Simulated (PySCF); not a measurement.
Compound: 3-methoxyphenylboronic acid, C7H9BO3.
Bonds: C1–O2, O2–C3, C3–C4 (aromatic), C4–C5 (aromatic), C5–C6 (aromatic), C6–C7 (aromatic), C7–B8, B8–O9, B8–O10, C7–C11 (aromatic), C3–C11 (aromatic). Hydrogens: H12, H13, H14 on C1; H15 on C4; H16 on C5; H17 on C6; H18 on O9; H19 on O10; H20 on C11.

Method: PBE0-D3(BJ)/def2-SVP geometry optimisation, gas phase (PySCF 2.14.0); density fitting, grid level 2; the optimiser is geomeTRIC in internal coordinates, started from a GFN2-xTB structure.

Step 0: E = -14199.9203 eV
```
atom  x, y, z in Å  |  force x, y, z in eV/Å
C1     -3.4086    0.6850   -0.3401    0.589   0.236   0.022
O2     -2.0845    1.1552   -0.2866    0.268  -0.506   0.035
C3     -1.0725    0.2415   -0.2027   -0.539   0.736  -0.071
C4     -1.2418   -1.1372   -0.1958   -0.184   0.094   0.001
C5     -0.1282   -1.9583   -0.1048    0.063  -0.024  -0.007
C6      1.1407   -1.4241   -0.0172    0.177   0.031   0.031
C7      1.3366   -0.0406   -0.0243    0.398   0.238   0.012
B8      2.7954    0.5655    0.0814   -0.460   0.112  -0.118
O9      3.0963    1.8589   -0.2224    0.298   0.055   0.112
O10     3.8015   -0.2361    0.4905   -0.013  -0.513   0.125
C11     0.2139    0.7727   -0.1218    0.092  -0.050   0.015
H12    -3.5804    0.0628   -1.2244   -0.090  -0.193  -0.239
H13    -3.6700    0.1183    0.5596   -0.115  -0.181   0.234
H14    -4.0341    1.5744   -0.4001   -0.252   0.191  -0.016
H15    -2.2235   -1.5809   -0.2556   -0.418  -0.150  -0.033
H16    -0.2655   -3.0303   -0.1013   -0.058  -0.448   0.004
H17     2.0021   -2.0683    0.0596    0.389  -0.346   0.048
H18     2.3653    2.3977   -0.5203   -0.269   0.030  -0.103
H19     4.6514    0.2044    0.5327    0.154   0.199  -0.048
H20     0.3008    1.8505   -0.1190   -0.030   0.488  -0.003
```

**Question.** Estimate the geometry and energy of step 1. (The exact step hangs on the optimiser's Hessian estimate; all steps are aligned on step 0, rigid shifts and turns removed.)

**Answer.** E = -14199.9691 eV, largest force 0.127 eV/Å
```
atom  x, y, z in Å  |  force x, y, z in eV/Å
C1     -3.3926    0.6837   -0.3601   -0.112  -0.024   0.003
O2     -2.0789    1.1558   -0.2920   -0.055   0.065  -0.001
C3     -1.0735    0.2629   -0.1996    0.090  -0.089   0.000
C4     -1.2459   -1.1250   -0.1844   -0.054  -0.005  -0.011
C5     -0.1277   -1.9557   -0.0831   -0.018  -0.058   0.008
C6      1.1513   -1.4242    0.0065    0.055  -0.013  -0.004
C7      1.3434   -0.0317   -0.0132   -0.051  -0.031   0.000
B8      2.7926    0.5611    0.0797    0.117  -0.009   0.035
O9      3.0876    1.8716   -0.1686   -0.036  -0.018  -0.001
O10     3.8133   -0.2727    0.4211   -0.037   0.085  -0.031
C11     0.2207    0.7914   -0.1150    0.003   0.058   0.001
H12    -3.5646    0.0575   -1.2555    0.028   0.024   0.031
H13    -3.6697    0.0985    0.5368    0.025   0.022  -0.034
H14    -4.0454    1.5653   -0.4186    0.030  -0.015   0.001
H15    -2.2408   -1.5687   -0.2500    0.022   0.016   0.000
H16    -0.2725   -3.0400   -0.0729    0.001   0.034   0.003
H17     2.0200   -2.0813    0.0916   -0.020   0.019   0.000
H18     2.3224    2.3816   -0.4506    0.026  -0.011   0.004
H19     4.6554    0.1961    0.4331   -0.016  -0.018  -0.002
H20     0.2996    1.8844   -0.1177    0.001  -0.032  -0.002
```

The energy changes by -0.0488 eV. The first-order estimate −F·Δx gives -0.1039 eV and the mean of the old and new forces, exact on a quadratic surface, -0.0481 eV. The step makes an angle of 74° with the force vector and moves no atom by more than 0.100 Å.

What follows is the cost of the whole optimisation. Time: 1.8 min of wall time; peak memory 0.91 GiB. Hardware: Arm Neoverse V1, one thread (shared host).
